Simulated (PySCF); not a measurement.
YCl2, SMILES [Cl][Y][Cl] (connectivity only; charge and spin as stated), neutral, multiplicity 2. Atoms are numbered in the order given.

```xyz
3

Y      0.0000     0.0000     0.5231
Cl     0.0000    -2.1429    -0.6000
Cl     0.0000     2.1429    -0.6000
```
Charge 0, spin multiplicity 2.

The structure is a stationary point at PBE0-D3(BJ)/def2-TZVP. The spin state was assumed, not searched. The isomer is the one that the SMILES or the coordinates give; other isomers of the formula were not compared. The def2 effective core potentials stand for the cores of Y; spin–orbit coupling is left out.

The numbers are results of PySCF with r2SCAN/def2-TZVPD, not measurements.

Mulliken values depend strongly on the basis, most of all with diffuse functions as here. ESP charges are fitted to the potential on shells at 1.4 to 2.0 van der Waals radii. Atomic charges (e):

```csv
atom,Mulliken,ESP fit,Mulliken spin
Y1,1.01,0.66,1.03
Cl2,-0.50,-0.33,-0.01
Cl3,-0.50,-0.33,-0.01
```
